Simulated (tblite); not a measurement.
C7H8NP.
Bonds: C1–C2 (aromatic), C2–P3 (aromatic), P3–C4 (aromatic), C4–C5, C5–C6, C6–C7, C4–C8 (aromatic), C8–N9 (aromatic), C1–N9 (aromatic), C5–C7. Hydrogens: H10 on C1; H11 on C2; H12 on C5; H13, H14 on C6; H15, H16 on C7; H17 on C8.

Computed with GFN2-xTB (tblite), gas phase: L-BFGS steps from a force-field or distance-geometry start until the largest atomic force falls under 0.01 eV/Å.

Step 16: E = -665.2265 eV
```
atom  x, y, z in Å  |  force x, y, z in eV/Å
C1      2.9234   -0.3859    0.2608    0.021   0.028   0.020
C2      2.6202    0.8786    0.7299    0.016  -0.025   0.007
P3      1.0275    1.5629    0.6982    0.036   0.019   0.041
C4      0.1727    0.2305   -0.0452    0.014   0.006  -0.008
C5     -1.2809    0.4193   -0.3035    0.010   0.032  -0.023
C6     -2.2415    0.5965    0.8351   -0.023  -0.021   0.002
C7     -2.2850   -0.6482   -0.0001   -0.014  -0.001   0.021
C8      0.8072   -0.9383   -0.4307    0.011   0.001   0.007
N9      2.0850   -1.2448   -0.2908    0.024   0.020   0.032
H10     3.9470   -0.7431    0.3341   -0.040  -0.006  -0.026
H11     3.4155    1.4858    1.1500   -0.063  -0.059  -0.032
H12    -1.4717    1.0241   -1.1827   -0.025   0.038  -0.065
H13    -3.0345    1.3206    0.7328   -0.020   0.007   0.002
H14    -1.8555    0.5143    1.8404    0.028   0.002   0.004
H15    -3.1086   -0.7794   -0.6850   -0.020  -0.017   0.001
H16    -1.9420   -1.5675    0.4478    0.035  -0.018   0.012
H17     0.2142   -1.7135   -0.9078    0.009  -0.006   0.006
```

Step 17: E = -665.2273 eV
```
atom  x, y, z in Å  |  force x, y, z in eV/Å
C1      2.9212   -0.3866    0.2617    0.029   0.031   0.014
C2      2.6184    0.8778    0.7315    0.022  -0.025   0.006
P3      1.0251    1.5623    0.7048    0.054   0.000   0.025
C4      0.1726    0.2323   -0.0457   -0.014  -0.003  -0.019
C5     -1.2812    0.4213   -0.3063   -0.005   0.040  -0.022
C6     -2.2409    0.5975    0.8336   -0.015  -0.014   0.009
C7     -2.2839   -0.6471   -0.0008   -0.004  -0.020   0.011
C8      0.8055   -0.9379   -0.4302    0.013  -0.003   0.016
N9      2.0823   -1.2467   -0.2875    0.041   0.035   0.029
H10     3.9462   -0.7419    0.3310   -0.053  -0.007  -0.020
H11     3.4164    1.4837    1.1486   -0.074  -0.055  -0.026
H12    -1.4738    1.0257   -1.1857   -0.015   0.034  -0.059
H13    -3.0358    1.3205    0.7349   -0.008   0.000  -0.001
H14    -1.8499    0.5148    1.8371    0.016   0.008   0.008
H15    -3.1084   -0.7850   -0.6833   -0.014   0.002   0.002
H16    -1.9351   -1.5642    0.4465    0.031  -0.031   0.023
H17     0.2143   -1.7147   -0.9070   -0.003   0.010   0.006
```

Step 18: E = -665.2280 eV
```
atom  x, y, z in Å  |  force x, y, z in eV/Å
C1      2.9195   -0.3869    0.2627    0.022   0.022   0.002
C2      2.6167    0.8768    0.7332    0.014  -0.025   0.004
P3      1.0238    1.5613    0.7114    0.041  -0.017   0.003
C4      0.1723    0.2341   -0.0464   -0.031  -0.007  -0.025
C5     -1.2817    0.4240   -0.3095   -0.027   0.031  -0.015
C6     -2.2406    0.5983    0.8324    0.000  -0.008   0.004
C7     -2.2827   -0.6465   -0.0012    0.016  -0.023   0.000
C8      0.8041   -0.9376   -0.4293    0.006   0.005   0.024
N9      2.0802   -1.2478   -0.2839    0.036   0.029   0.015
H10     3.9447   -0.7408    0.3278   -0.035  -0.013  -0.012
H11     3.4162    1.4810    1.1470   -0.052  -0.028  -0.004
H12    -1.4760    1.0278   -1.1895   -0.004   0.021  -0.040
H13    -3.0370    1.3203    0.7369    0.002  -0.009  -0.003
H14    -1.8442    0.5155    1.8340    0.002   0.013   0.007
H15    -3.1084   -0.7902   -0.6817   -0.003   0.016   0.007
H16    -1.9279   -1.5616    0.4457    0.022  -0.032   0.024
H17     0.2141   -1.7156   -0.9062   -0.008   0.025   0.009
```

**Question.** Estimate the geometry and energy of step 19. (The exact step hangs on the optimiser's Hessian estimate; all steps are aligned on step 18, rigid shifts and turns removed.)

**Answer.** E = -665.2284 eV, largest force 0.037 eV/Å
```
atom  x, y, z in Å  |  force x, y, z in eV/Å
C1      2.9190   -0.3867    0.2632    0.013   0.000  -0.010
C2      2.6159    0.8758    0.7342    0.001  -0.013   0.004
P3      1.0237    1.5604    0.7150    0.010  -0.022  -0.013
C4      0.1717    0.2351   -0.0472   -0.031   0.002  -0.020
C5     -1.2825    0.4259   -0.3114   -0.025   0.016  -0.014
C6     -2.2404    0.5985    0.8318    0.007  -0.002   0.002
C7     -2.2818   -0.6465   -0.0014    0.022  -0.022  -0.005
C8      0.8036   -0.9374   -0.4284    0.001   0.008   0.021
N9      2.0796   -1.2479   -0.2817    0.012   0.012  -0.001
H10     3.9433   -0.7405    0.3259   -0.004  -0.018  -0.005
H11     3.4151    1.4791    1.1460   -0.019   0.001   0.018
H12    -1.4772    1.0294   -1.1924    0.000   0.009  -0.019
H13    -3.0377    1.3201    0.7378    0.005  -0.016  -0.002
H14    -1.8410    0.5161    1.8325   -0.005   0.016   0.003
H15    -3.1084   -0.7927   -0.6807    0.006   0.020   0.015
H16    -1.9236   -1.5608    0.4457    0.014  -0.020   0.017
H17     0.2138   -1.7156   -0.9056   -0.006   0.029   0.011
```

The energy changes by -0.0004 eV. The first-order estimate −F·Δx gives -0.0006 eV and the mean of the old and new forces, exact on a quadratic surface, -0.0004 eV. The step makes an angle of 66° with the force vector and moves no atom by more than 0.004 Å.

What follows is the cost of the whole relaxation. Time: 0.95 s. Hardware: Arm Neoverse V1, one thread, shared host with 32 logical CPUs at a one-minute load of 14.
